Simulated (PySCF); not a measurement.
Work out the structure from these simulated measurements.

Formula: C6H12O2.

- 1H NMR: chemical shifts (computed TMS as zero) by class: 5.09 (2 H), 4.00 (2 H), 1.41 (2 H), 1.24 (6 H) ppm [GIAO PBE0/pcSseg-1]
- Polarisability: 78.0 au [PBE0/def2-SVPD]
- UV, first state: lowest singlet excitation: 7.22 eV (172 nm, f = 0.002) [TDDFT PBE0/def2-SVPD]
- Dipole: 2.15 D [PBE0/def2-SVPD]
- 13C NMR: chemical shifts (computed TMS as zero) by class: 91.6 (1 C), 71.8 (1 C), 65.9 (1 C), 38.8 (1 C), 28.1 (2 C) ppm [GIAO PBE0/pcSseg-1]
- Triplet: lowest triplet excitation (Tamm–Dancoff): 7.06 eV [TDA PBE0/def2-SVPD]
- UV, strongest line: among the 6 lowest singlet transitions: S3 at 7.78 eV (159 nm, f = 0.054) [TDDFT PBE0/def2-SVPD]
- Rotational structure: rotational constants A, B, C: 3.278, 1.794, 1.609 GHz [GFN2-xTB]

Electronic properties: PySCF, gas phase, density fitting. Levels stand in brackets. NMR shifts are as computed; neighbouring signals can stand in another order in a measured spectrum. The structure is a single GFN2-xTB conformer in the gas phase; no vibrational or solvent corrections. NMR classes are plain means over equivalent atoms (diastereotopic ones count apart unless rotation or inversion swaps them), as if these changed places fast.

Q: What is the compound? Reason from the data.

A: Numbering: `[CH3:1][C:2]1([CH3:3])[CH2:4][CH2:5][O:6][CH2:7][O:8]1`. Its formula, C6H12O2, gives 1 degree of unsaturation: 1 ring and 0 π bonds in the structure found. 6 carbons fall into 5 classes; from least to most shielded: sp3 carbon bearing two oxygens [C7] (91.6 ppm), ring sp3 carbon bound to oxygen [C2] (71.8 ppm), ring sp3 carbon bound to oxygen [C5] (65.9 ppm), ring CH2 carbon [C4] (38.8 ppm), methyl carbon [C1/C3] (28.1 ppm, 2 C, up to 13.3 ppm apart in this geometry). Hydrogen classes from least to most shielded: 2 H on an sp3 carbon bearing two oxygens, C7 (5.09 ppm), 2 H on an sp3 carbon bound to oxygen, C5 (4.00 ppm), 2 H on a ring CH2 carbon, C4 (1.41 ppm, a mean of values up to 1.0 ppm apart in this geometry), 6 H on 2 methyl carbons, C1/C3 (1.24 ppm, a mean of values up to 1.6 ppm apart in this geometry). The optimised geometry has point group C1 and is an asymmetric top. Structure: 4,4-dimethyl-1,3-dioxane, `CC1(C)CCOCO1`. Computed isomers that give other values at the same levels: `CC(C)OC[C@@H]1CO1` (13C chemical shifts (computed TMS as zero) by class: 76.7 (1 C), 75.6 (1 C), 49.0 (1 C), 44.4 (1 C), 26.3 (1 C), 21.1 (1 C) ppm); `CCC[C@@H](C=O)OC` (13C chemical shifts (computed TMS as zero) by class: 215.5 (1 C), 90.7 (1 C), 60.7 (1 C), 36.8 (1 C), 21.3 (1 C), 16.4 (1 C) ppm); `CC(=O)OCC(C)C` (13C chemical shifts (computed TMS as zero) by class: 176.1 (1 C), 73.7 (1 C), 31.4 (1 C), 23.6 (1 C), 20.7 (2 C) ppm). The assignments are read from this structure; whether some other isomer fits the data as well wasn't checked.
